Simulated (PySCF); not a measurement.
**How methods differ on the ionisation energy of In**

In [Kr] 4d10 5s2 5p1 (2P) → In⁺ [Kr] 4d10 5s2 (1S), as a difference of total energies. All numbers are calculated (PySCF 2.14, a scalar-relativistic core potential, in cc-pVTZ-PP with ECP28MDF (5s4p3d1f, 39 functions)). Correlated levels: valence: 4s2 4p6 4d10 frozen. The calculations carry no spin-orbit coupling.

| method | ionisation energy (eV) | error (eV) |
| --- | --- | --- |
| UHF | 5.213 | -0.390 |
| r2SCAN | 5.705 | +0.102 |
| M06-L | 5.310 | -0.293 |
| MP2 (valence) | 5.394 | -0.209 |
| SCS-MP2 (valence) | 5.378 | -0.225 |
| CCSD (valence) | 5.451 | -0.152 |
| CCSD(T) (valence) | 5.472 | -0.131 |

Reference: 5.603 eV (measured; NIST levels, between the centres of gravity of the two terms).

Errors of the correlated levels include the incompleteness of this basis and the frozen core.
